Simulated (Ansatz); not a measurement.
Ansatz results at the PBE0-D4/def2-TZVP geometry: HOMO–LUMO gap (PBE0/def2-TZVPP) 6.28 eV; LUMO energy (PBE/def2-TZVPP) -2.17 eV; HOMO–LUMO gap (PBE/def2-TZVPP) 4.15 eV.

Each molecule was computed in one conformer, which needn't be the lowest.

Task: Which molecule gave them?
A. `OC/C=C/Cl`
B. `O=[CH][GeH2][SeH]`
C. `O=C[Se][GeH3]`
D. `CC(C)=C=S`

Result: C. The others give `CC(C)=C=S`: 4.10, -2.79, 2.11; `OC/C=C/Cl`: 7.06, -1.41, 4.82; `O=[CH][GeH2][SeH]`: 5.12, -2.91, 2.75.
